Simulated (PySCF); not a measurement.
Predicted spectroscopic data

Averaged over atoms made equivalent by symmetry, fast rotation or ring inversion, no solvent, a single conformation, non-relativistic Hamiltonian. σ from GIAO-PBE0/pcSseg-1; structure optimised with GFN2-xTB; PySCF 2.14.

Chemical shifts δ = σref − σ; ¹H and ¹³C vs TMS, all at this level. Splittings of carbon signals by F and P are missing where no couplings were computed. Where no couplings were computed, multiplicities follow the n + 1 count of equivalent neighbours, and m marks all less simple cases (inequivalent or close neighbours, rings, F or P nearby). Shifts are as computed. Against solution values, carbons near 30 ppm lie about +3 ppm off and those near 130 ppm about +5 ppm. Of 1211 compounds with measured shifts, 218 miss one by over three times the rms of a fit or turn the order of signals round; such compounds aren't used in these exercises.

**1.** `C#C[P@@](=O)(C=C)/C=C/C`, C7H9OP. ¹H NMR (600 MHz, computed): δ 7.11 (m, 1H), 6.75 (m, 1H), 6.49 (m, 1H), 6.30 (m, 1H), 5.82 (m, 1H), 2.27 (m, 1H), 2.09 (d, 3H). ¹³C{¹H} NMR (computed): δ 156.1, 141.9, 140.6, 131.2, 96.3, 86.0, 23.7.

**2.** SMILES c1c(C)oc(C=O)p1, C5H5O2P. ¹H NMR (600 MHz, computed): δ 9.98 (m, 1H), 7.31 (m, 1H), 2.66 (s, 3H). ¹³C{¹H} NMR (computed): δ 200.3, 182.8, 170.6, 135.9, 19.2.
